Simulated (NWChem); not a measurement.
**Atomisation of aminoborane (H4BN)**

```
B
N 1 1.3897
H 2 1.0139 1 123.33
H 2 1.0139 3 113.33 1 180.00
H 1 1.2080 2 119.14 3 180.00
H 1 1.2080 5 121.71 2 180.00
```
Charge 0, spin multiplicity 1.

Everything below was run with NWChem. All single points use one geometry, from B3LYP/def2-SVP, a minimum by its harmonic frequencies. It is one conformer; others weren't searched.

Basis set: def2-TZVP. The atomisation energy is electronic alone: no zero-point, thermal, spin-orbit or counterpoise terms. No value is extrapolated to the basis-set limit. Free atoms are single determinants with multiplicities B 2, N 4, H 2. Correlated methods freeze the same cores in atoms and molecule, 2 orbitals in all.

B3LYP has NWChem's definition, with VWN1-RPA local correlation. No SCF solution was tested for a lower state. Open-shell Hartree-Fock references start from PBE0 orbitals.

Problem. For the atomisation energy, TPSS gives 506.7 kcal/mol and MP2 gives 483.6 kcal/mol. What do PBE, M06-2X, LDA (SVWN5) give?

Solution. PBE: 507.6 kcal/mol; M06-2X: 502.1 kcal/mol; LDA (SVWN5): 564.1 kcal/mol.
